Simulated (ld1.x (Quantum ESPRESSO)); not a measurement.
## What one change does to a pseudopotential (V, TM)

```
Element                 : V (Z = 23)
Generator               : ld1.x (Quantum ESPRESSO) 7.5
Type                    : norm-conserving Troullier–Martins (Kleinman–Bylander form)
Functional              : PBE
Relativity              : scalar-relativistic
Frozen core             : [Ne] 3s2
Valence charge          : 11
Reference configuration : 3p6 3d3 4s1 4p0 (charge +1)
Partial waves           : 4s (bound): rc 2.55 bohr; 3p (bound): rc 1.50 bohr; 3d (bound): rc 1.80 bohr
Local potential         : all-electron potential smoothed inside 1.45 bohr (lloc = -1)
Core correction         : none
```

All-electron outer shells of the reference configuration (PBE, scalar-relativistic, ld1.x):

| shell | level (eV) | outermost node (bohr) | outermost maximum (bohr) |
| --- | --- | --- | --- |
| 2p | -510.70 | – | 0.21 |
| 3s | -77.83 | 0.38 | 0.82 |
| 3p | -51.65 | 0.35 | 0.84 |
| 3d | -12.63 | – | 0.90 |
| 4s | -10.90 | 1.17 | 2.59 |
| 4p | -6.83 | 1.29 | 3.20 |

Change: core correction a·sin(br)/r model core inside 1.66 bohr.

Cutoffs: the cutoffs (Ry, on a coarse ladder) from which the occupation-weighted sum of valence levels, in a spherical-Bessel basis at the reference potential, stays within 10 and 1 mRy of its value at 400 Ry; they do not see the model core or the augmentation charge, which bear on the density cutoff. Errors are all-electron minus pseudo energies relative to the spin-unpolarised reference configuration.

Q: Predict the effect on cutoff, ghosts and configuration errors.

A: The potential gets neither clearly harder nor softer (70 Ry and 90 Ry → 70 Ry and 90 Ry); both files keep a bound ghost (s); of the 7 tests that both files solve, the error grows in 3 and shrinks in 3 by more than 15 % and 0.3 meV (median size 6.5 → 8.6 meV). A model core, the more so a compact one, raises the density cutoff, which this test does not measure.

| quantity | base | changed |
| --- | --- | --- |
| cutoff, loose | 70 Ry | 70 Ry |
| cutoff, tight | 90 Ry | 90 Ry |
| bound ghosts | s | s |
| error for 3p6 3d3 4s2 4p0, meV [ΔE -7.73 eV] | +1.1 | -2.3 |
| error for 3p6 3d3 4s0 4p0, meV [ΔE 14.30 eV] | +5.4 | -8.6 |
| error for 3p6 3d2 4s0 4p0, meV [ΔE 43.19 eV] | +134 | +82 |
| error for 3p6 3d3 4s0 4p1, meV [ΔE 4.10 eV] | +2.7 | +0.7 |
| error for 3p6 3d2 4s2 4p0, meV [ΔE 3.24 eV] | -66 | -78 |
| error for 3p6 3d3 4s0 4p2, meV [ΔE -0.88 eV] | +6.5 | +4.9 |
| error for 3p6 3d4 4s0 4p0, meV [ΔE -0.54 eV] | -49 | -56 |
| s: phases at 2.74 bohr within 0.05 rad from the reference energy up to (Ry; the scan ends near 5) | n/a | n/a |
| p: phases at 2.74 bohr within 0.05 rad from the reference energy up to (Ry; the scan ends near 5) | 5.0 | 5.0 |
| d: phases at 2.74 bohr within 0.05 rad from the reference energy up to (Ry; the scan ends near 5) | 0.7 | 0.7 |

 A true bound ghost makes a file unfit for plane-wave use even where its test errors are small: the radial tests pick states by their node count and pass the ghost by.
